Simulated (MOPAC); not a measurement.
Input file for MOPAC: PM3 on C2H7F (a complex), monomers drawn apart or pushed together.

```
PM3 1SCF PRECISE CHARGE=0 THREADS=1
C2H7F

F     -0.05706465 1     0.51311197 1    -0.03906524 1
H     -0.42475143 1     0.50043473 1     0.81296299 1
C      0.90161063 1    -0.59740151 1     5.24172048 1
C     -0.50116569 1    -0.09421114 1     4.91328912 1
H      1.52071133 1    -0.66076647 1     4.34537246 1
H      0.86676528 1    -1.59068628 1     5.69180043 1
H      1.40300422 1     0.06935767 1     5.94488864 1
H     -0.47289802 1     0.91075940 1     4.47929573 1
H     -1.12842915 1    -0.02668107 1     5.80350280 1
H     -1.01639655 1    -0.77110491 1     4.22375235 1
```

The log:

```
*******************************************************************************
 **                                                                           **
 **                              MOPAC v23.2.5                                **
 **                                                                           **
 *******************************************************************************
 ** MOPAC's Digital Object Identifier: https://doi.org/10.5281/zenodo.6511958 **
 **                                                                           **
 ** Please cite the open-source release paper for use of this MOPAC version:  **
 ** J. E. Moussa and J. J. P. Stewart (2026)                                  **
 ** MOPAC: An open-source semiempirical molecular orbital program             **
 ** J. Open Source Softw., 11(119), 8025, https://doi.org/10.21105/joss.08025 **
 *******************************************************************************

                              PM3 CALCULATION RESULTS

 *******************************************************************************
 *  PM3        - The PM3 Hamiltonian to be used
 *
 *
 *
 *                 CHARGE ON SYSTEM = 0
 *
 *
 *
 *  PRECISE    - TIGHTER CRITERIA TO BE USED
 *  1SCF       - DO 1 SCF AND THEN STOP
 *  THREADS=1  - MULTI-THREADING NOT USED
 *  T=         - A TIME OF 172800.0 SECONDS REQUESTED
 *  DUMP=N     - RESTART FILE WRITTEN EVERY 7200.0 SECONDS REQUESTED
 *******************************************************************************
PM3 1SCF PRECISE CHARGE=0 THREADS=1
 C2H7F

   ATOM   CHEMICAL          X               Y               Z
  NUMBER   SYMBOL      (ANGSTROMS)     (ANGSTROMS)     (ANGSTROMS)

     1       F         -0.05706465  *   0.51311197  *  -0.03906524  *
     2       H         -0.42475143  *   0.50043473  *   0.81296299  *
     3       C          0.90161063  *  -0.59740151  *   5.24172048  *
     4       C         -0.50116569  *  -0.09421114  *   4.91328912  *
     5       H          1.52071133  *  -0.66076647  *   4.34537246  *
     6       H          0.86676528  *  -1.59068628  *   5.69180043  *
     7       H          1.40300422  *   0.06935767  *   5.94488864  *
     8       H         -0.47289802  *   0.91075940  *   4.47929573  *
     9       H         -1.12842915  *  -0.02668107  *   5.80350280  *
    10       H         -1.01639655  *  -0.77110491  *   4.22375235  *



          CARTESIAN COORDINATES

    NO.       ATOM           X           Y           Z

     1         F         -0.0571      0.5131     -0.0391
     2         H         -0.4248      0.5004      0.8130
     3         C          0.9016     -0.5974      5.2417
     4         C         -0.5012     -0.0942      4.9133
     5         H          1.5207     -0.6608      4.3454
     6         H          0.8668     -1.5907      5.6918
     7         H          1.4030      0.0694      5.9449
     8         H         -0.4729      0.9108      4.4793
     9         H         -1.1284     -0.0267      5.8035
    10         H         -1.0164     -0.7711      4.2238

  H: (PM3): J. J. P. STEWART, J. COMP. CHEM. 10, 209 (1989).
  C: (PM3): J. J. P. STEWART, J. COMP. CHEM. 10, 209 (1989).
  F: (PM3): J. J. P. STEWART, J. COMP. CHEM. 10, 209 (1989).

           Empirical Formula: C2 H7 F  =    10 atoms



      MOLECULAR POINT GROUP   :   Cs


      RHF CALCULATION, NO. OF DOUBLY OCCUPIED LEVELS = 11


 -------------------------------------------------------------------------------
 PM3 1SCF PRECISE CHARGE=0 THREADS=1
 C2H7F



     1SCF WAS SPECIFIED, SO BFGS WAS NOT USED
     SCF FIELD WAS ACHIEVED


                              PM3 CALCULATION
                                                       MOPAC v23.2.5 Linux




          FINAL HEAT OF FORMATION =        -80.59261 KCAL/MOL =    -337.19947 KJ/MOL


          COSMO AREA              =        117.02 SQUARE ANGSTROMS
          COSMO VOLUME            =         86.41 CUBIC ANGSTROMS

          IONIZATION POTENTIAL    =         12.167570 EV
          HOMO LUMO ENERGIES (EV) =        -12.168  3.675
          NO. OF FILLED LEVELS    =         11
          MOLECULAR WEIGHT        =         50.0757         POINT GROUP:  Cs

          MOLECULAR DIMENSIONS (Angstroms)

            Atom       Atom       Distance
            H     7    F     1     6.17547
            H     9    H     5     2.99951
            H     8    H     6     2.09068


          SCF CALCULATIONS        =          1





   ATOM   CHEMICAL          X               Y               Z
  NUMBER   SYMBOL      (ANGSTROMS)     (ANGSTROMS)     (ANGSTROMS)

     1       F         -0.05706465  *   0.51311197  *  -0.03906524  *
     2       H         -0.42475143  *   0.50043473  *   0.81296299  *
     3       C          0.90161063  *  -0.59740151  *   5.24172048  *
     4       C         -0.50116569  *  -0.09421114  *   4.91328912  *
     5       H          1.52071133  *  -0.66076647  *   4.34537246  *
     6       H          0.86676528  *  -1.59068628  *   5.69180043  *
     7       H          1.40300422  *   0.06935767  *   5.94488864  *
     8       H         -0.47289802  *   0.91075940  *   4.47929573  *
     9       H         -1.12842915  *  -0.02668107  *   5.80350280  *
    10       H         -1.01639655  *  -0.77110491  *   4.22375235  *

                             CARTESIAN COORDINATES

   1    F       -0.057064650     0.513111970    -0.039065240
   2    H       -0.424751430     0.500434730     0.812962990
   3    C        0.901610630    -0.597401510     5.241720480
   4    C       -0.501165690    -0.094211140     4.913289120
   5    H        1.520711330    -0.660766470     4.345372460
   6    H        0.866765280    -1.590686280     5.691800430
   7    H        1.403004220     0.069357670     5.944888640
   8    H       -0.472898020     0.910759400     4.479295730
   9    H       -1.128429150    -0.026681070     5.803502800
  10    H       -1.016396550    -0.771104910     4.223752350


           Empirical Formula: C2 H7 F  =    10 atoms



      MOLECULAR POINT GROUP   :   Cs


                  EIGENVALUES
 -34.33614 -23.66493 -23.23694 -17.10371 -16.16568 -16.16565 -15.34927 -15.25279
 -13.81157 -12.23358 -12.16757   3.67469   3.73346   3.93104   3.95850   4.22668
   4.67524   4.78175   4.80334


              NET ATOMIC CHARGES AND DIPOLE CONTRIBUTIONS

  ATOM NO.   TYPE          CHARGE      No. of ELECS.   s-Pop       p-Pop
    1          F          -0.163951        7.1640     1.63289     5.53106
    2          H           0.163872        0.8361     0.83613
    3          C          -0.104725        4.1047     1.13499     2.96974
    4          C          -0.105780        4.1058     1.13621     2.96957
    5          H           0.035249        0.9648     0.96475
    6          H           0.036800        0.9632     0.96320
    7          H           0.036811        0.9632     0.96319
    8          H           0.033373        0.9666     0.96663
    9          H           0.034988        0.9650     0.96501
   10          H           0.033363        0.9666     0.96664
 DIPOLE           X         Y         Z       TOTAL
 POINT-CHG.    -0.258    -0.025     0.701     0.747
 HYBRID        -0.279    -0.004     0.613     0.673
 SUM           -0.537    -0.029     1.313     1.419


          ATOMIC ORBITAL ELECTRON POPULATIONS

     Atom    s        px        py        pz
    1  F   1.63289   1.92641   1.99991   1.60474
    2  H   0.83613
    3  C   1.13499   0.96214   1.00269   1.00490
    4  C   1.13621   0.96530   0.99533   1.00894
    5  H   0.96475
    6  H   0.96320
    7  H   0.96319
    8  H   0.96663
    9  H   0.96501
   10  H   0.96664

 **********************
 *                    *
 * JOB ENDED NORMALLY *
 *                    *
 **********************




 == MOPAC DONE ==
```

The run finished.

Cost: around 0.03 core-seconds (rough).
